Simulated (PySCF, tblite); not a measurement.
Isomers of C4H8F2O2. Computed values, GFN2-xTB/tblite, gas phase, harmonic and unscaled. The method is semi-empirical: single wavenumbers can be off by several per cent or more. One conformer each.

Electronic energies: PBE0-D3(BJ)/def2-SVP at its own geometries (PySCF, gas phase).

| SMILES | electronic energy, lowest = 0 (kcal/mol) |
| --- | --- |
| CO[C@@H](F)[C@@H](F)OC | 21.8 |
| COC[C@H](F)OCF | 23.5 |
| CCOC(F)(F)OC | 0.0 |
| CO[C@@H](F)COCF | 21.8 |
| CCOCOC(F)F | 9.0 |

Problem. How do GFN2-xTB zero-point energies change the relative energies?

Solution. 
```
                SMILES  ZPE (kcal/mol)  of it from modes above 1550 cm⁻¹  electronic (kcal/mol)  with ZPE, lowest = 0 (kcal/mol)  lowest mode (cm⁻¹)  rings
          CCOC(F)(F)OC            76.2                              34.4                    0.0                              0.0                  52      0
            CCOCOC(F)F            76.7                              33.8                    9.0                              9.5                  29      0
CO[C@@H](F)[C@@H](F)OC            75.7                              33.8                   21.8                             21.3                  46      0
       CO[C@@H](F)COCF            76.2                              33.7                   21.8                             21.9                  36      0
        COC[C@H](F)OCF            76.3                              33.7                   23.5                             23.6                  46      0
```

The zero-point energies span 1.0 kcal/mol, from `CO[C@@H](F)[C@@H](F)OC` to `CCOCOC(F)F`. The order is unchanged.

Problem. And how do the electronic energies of GFN2-xTB itself compare?

Solution. `CCOC(F)(F)OC` 0.0; `CCOCOC(F)F` 12.9; `CO[C@@H](F)[C@@H](F)OC` 20.5; `CO[C@@H](F)COCF` 19.4; `COC[C@H](F)OCF` 20.0 kcal/mol, lowest = 0. Against the energies above, taken from the same isomer `CCOC(F)(F)OC`, the largest difference is 3.9 kcal/mol. The two levels were optimised apart and needn't hold the same conformer.

Problem. What do entropy and thermal enthalpy add at 298.15 K and 1 bar (rigid rotor, harmonic oscillator, one conformer each)?

Solution. 
```json
{"SMILES": "CCOC(F)(F)OC", "point group": "C1", "symmetry number": "1", "S (cal/(mol K))": "94.8", "H − H(0) (kcal/mol)": "6.45", "ZPE + H − H(0) − TS (kcal/mol)": "54.4"}
{"SMILES": "CCOCOC(F)F", "point group": "C1", "symmetry number": "1", "S (cal/(mol K))": "97.4", "H − H(0) (kcal/mol)": "6.35", "ZPE + H − H(0) − TS (kcal/mol)": "54.0"}
{"SMILES": "CO[C@@H](F)[C@@H](F)OC", "point group": "Ci", "symmetry number": "1", "S (cal/(mol K))": "96.5", "H − H(0) (kcal/mol)": "6.59", "ZPE + H − H(0) − TS (kcal/mol)": "53.5"}
{"SMILES": "CO[C@@H](F)COCF", "point group": "C1", "symmetry number": "1", "S (cal/(mol K))": "96.4", "H − H(0) (kcal/mol)": "6.39", "ZPE + H − H(0) − TS (kcal/mol)": "53.9"}
{"SMILES": "COC[C@H](F)OCF", "point group": "C1", "symmetry number": "1", "S (cal/(mol K))": "95.9", "H − H(0) (kcal/mol)": "6.37", "ZPE + H − H(0) − TS (kcal/mol)": "54.1"}
```
